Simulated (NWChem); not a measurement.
A series in which one site is exchanged, each optimised at PBE0/def2-SVP with NWChem, gas phase unless a solvent is named. 

A: [Si](Cl)(F)(F)C (CH₃ClF₂Si; site = Si)
B: CC(F)(F)Cl (C$_{2}$H$_{3}$ClF$_{2}$; site = C)
C: [F][Ge]([CH3])([F])[Cl] (CH₃ClF₂Ge; site = Ge)

### Question
Rank them by vertical ionisation energy, ΔSCF, CAM-B3LYP/def2-SVP (eV), lowest first.

### Answer
B (11.99), C (12.06), A (12.16)
